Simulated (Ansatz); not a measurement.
System: TlI, charge 0, singlet. TlI (SMILES [I][Tl]).
B3LYP-D3(BJ)/def2-TZVP minimum from Ansatz (a program for electronic structure):
```xyz
2

Tl     0.0000     0.0000    -1.1376
I      0.0000     0.0000     1.7386
```
Charge 0, spin multiplicity 1.

Total energies in def2-QZVPP, 10 correlated electrons, 18 frozen orbitals. UHF or UKS for unpaired electrons; spin-orbit terms are left out. Correlated methods leave the cores frozen (noble-gas shells, and filled d and f shells in the p block). Past Kr the def2 sets carry scalar-relativistic core potentials. Spin-orbit terms, left out, reach several kcal/mol for Br and I, and more for heavier atoms.

```json
[
 {"method": "HF", "program": "Ansatz", "energy (Eh)": "-468.26790", "minus CCSDT(Q) (mEh)": "227.97"},
 {"method": "MP2", "program": "Ansatz", "energy (Eh)": "-468.46571", "minus CCSDT(Q) (mEh)": "30.17"},
 {"method": "CCSD", "program": "Ansatz", "energy (Eh)": "-468.48471", "minus CCSDT(Q) (mEh)": "11.17"},
 {"method": "CCSD(T)", "program": "Ansatz", "energy (Eh)": "-468.49475", "minus CCSDT(Q) (mEh)": "1.13"},
 {"method": "CCSDT(Q)", "program": "Ansatz", "energy (Eh)": "-468.49588", "minus CCSDT(Q) (mEh)": "0.00"}
]
```

Rough core times of Ansatz's runs on a shared machine: CCSD(T) 20 s, CCSDT(Q) 10 min.
